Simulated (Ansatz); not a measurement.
Cost and result for the atomization energy of C2H7NOSi2, SMILES `[SiH3][SiH]1N=CCO1` (13 atoms, 13 bonds).

Cartesian coordinates in Å:
```
Si 1.4229 1.9136 -0.5042
Si 0.0642 0.4912 0.7703
N 0.6704 -1.1630 0.8226
C -0.2223 -1.8736 0.2715
C -1.4818 -1.2205 -0.2489
O -1.3879 0.1601 0.0109
H 1.6552 1.3197 -1.8480
H 0.7619 3.2366 -0.6690
H 2.7313 2.1168 0.1740
H -0.1495 1.0299 2.1415
H -0.1104 -2.9582 0.1601
H -2.3643 -1.6484 0.2455
H -1.5897 -1.4042 -1.3263
```

Total charge 0; spin multiplicity 1. All single points use the PBE0-D4/def2-TZVP geometry. Program: Ansatz. All runs use 2 threads of an AMD EPYC 7R13 on a shared host and a share of an NVIDIA H100 80 GB. Times are those of one run each, without the atoms' runs, and a repeat can differ threefold. Electronic energies, without spin–orbit coupling; frozen cores. CCSD(T)/CBS adds CCSD(T) − MP2 in def2-TZVPP to the MP2 limit, and its time is that of the two runs behind it. T1 = 0.014. B3LYP takes the VWN-RPA correlation (the form of Gaussian; ORCA's B3LYP/G).

CCSD(T)/CBS is a level of theory with its own doubt, some kJ/mol a heavy atom from the limit and from the frozen cores, so smaller differences don't rank the functionals.

```tsv
level	functions	wall time
B2PLYP/def2-TZVPP	306	7.5 s
PBE0-D4/def2-TZVPP	306	9 s
B3LYP-D4/def2-TZVPP (with forces)	306	9 s
ωB97X-V/def2-TZVPP	306	9.5 s
MP2/def2-QZVPP	578	10 s
r2SCAN-D4/def2-TZVPP (with forces)	306	10 s
PBE-D4/def2-TZVPP (with forces)	306	11 s
ωB97M-V/def2-TZVPP (with forces)	306	11 s
CCSD(T)/def2-TZVPP	306	11 s
CCSD(T)/CBS(def2)	–	21 s
```

Question: What atomization energy does each give, and how far from CCSD(T)/CBS? (Best estimate.)

Answer: Computed: 
```
                             level  atomization (kJ/mol)  difference from CCSD(T)/CBS  per bond
                 B2PLYP/def2-TZVPP                4826.0                        -57.4      -4.4
                PBE0-D4/def2-TZVPP                4886.6                          3.2       0.2
 B3LYP-D4/def2-TZVPP (with forces)                4886.2                          2.8       0.2
                ωB97X-V/def2-TZVPP                4920.9                         37.5       2.9
                    MP2/def2-QZVPP                4901.3                         17.9       1.4
r2SCAN-D4/def2-TZVPP (with forces)                4889.0                          5.6       0.4
   PBE-D4/def2-TZVPP (with forces)                4979.8                         96.4       7.4
  ωB97M-V/def2-TZVPP (with forces)                4900.0                         16.6       1.3
                CCSD(T)/def2-TZVPP                4741.2                       -142.2     -10.9
                 CCSD(T)/CBS(def2)                4883.4                          0.0       0.0
```

From PBE to PBE0 (25 % exact exchange), in def2-TZVPP and without D4, the atomization energy moves by −88.3 kJ/mol: exact exchange takes away binding that semilocal exchange gives to molecules. The D4 term adds +52.9 kJ/mol with B3LYP and +27.9 kJ/mol with PBE0; it sums over pairs of atoms, weighted by their polarisabilities, and B3LYP, whose exchange is more repulsive, gets the larger term. In def2-TZVPP, CCSD(T) changes the Hartree–Fock value by +1258.3 kJ/mol (the triples alone add +80.7 kJ/mol) and MP2 by +1333.3 kJ/mol; breaking electron pairs costs correlation energy, which Hartree–Fock lacks.
